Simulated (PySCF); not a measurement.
C₃H₇ClSi, SMILES [SiH2](Cl)/C=C/C. Atoms are numbered in the order given.

```xyz
12

C     -3.2209     0.5869    -0.5081
C     -1.9173    -0.1254    -0.3874
C     -0.8949     0.2311     0.4064
Si     0.6797    -0.7394     0.4796
Cl     2.2724     0.4043    -0.2129
H     -3.3925     0.9091    -1.5488
H     -3.2677     1.4712     0.1433
H     -4.0579    -0.0833    -0.2501
H     -1.8088    -1.0202    -1.0174
H     -1.0041     1.1298     1.0285
H      0.5565    -1.9446    -0.3892
H      1.0270    -1.1394     1.8731
```

Geometry optimised at PBE0-D3(BJ)/def2-SVP. The structure was generated by enumeration; whether it is a known compound was not checked. Other conformers were not sampled.

These are PBE0-D3(BJ)/def2-SVP (PySCF 2.14.0) values and carry that method's errors.

Frequencies are harmonic and unscaled.

```csv
mode,ν (cm⁻¹),IR (km/mol),moving atoms (share of kinetic energy)
1,63,0.2,"C 36 %, H 27 %, Cl 25 %, Si 12 %"
2,117,1.1,"H 48 %, C 26 %, Cl 16 %, Si 10 %"
3,194,0.4,"H 57 %, C 37 %"
4,201,1.7,"H 57 %, C 38 %"
5,267,4.2,"C 58 %, Cl 19 %, H 19 %"
6,396,4.8,"C 48 %, H 26 %, Si 25 %"
7,545,69.8,"Si 45 %, Cl 38 %, H 13 %"
8,580,49.2,"H 63 %, Si 26 %"
9,704,4.2,"H 88 %, C 8 %"
10,763,25.2,"H 67 %, C 28 %"
11,803,23.8,"H 46 %, C 42 %, Si 11 %"
12,880,300.6,"H 87 %, Si 9 %"
13,943,98.9,H 93 %
14,961,22.5,"H 62 %, C 34 %"
15,1013,21.6,"H 89 %, C 10 %"
16,1061,2.2,"H 62 %, C 38 %"
17,1107,6.9,"C 57 %, H 43 %"
18,1241,7.0,"H 68 %, C 32 %"
19,1328,3.8,"H 82 %, C 18 %"
20,1385,2.3,"H 74 %, C 26 %"
21,1446,10.3,H 96 %
22,1448,23.7,H 95 %
23,1717,79.5,C 92 %
24,2244,92.0,H 98 %
25,2250,117.0,H 96 %
26,3046,12.6,H 97 %
27,3125,5.8,"H 91 %, C 9 %"
28,3138,3.7,"H 92 %, C 8 %"
29,3156,3.1,"H 92 %, C 8 %"
30,3168,13.2,"H 91 %, C 9 %"
```
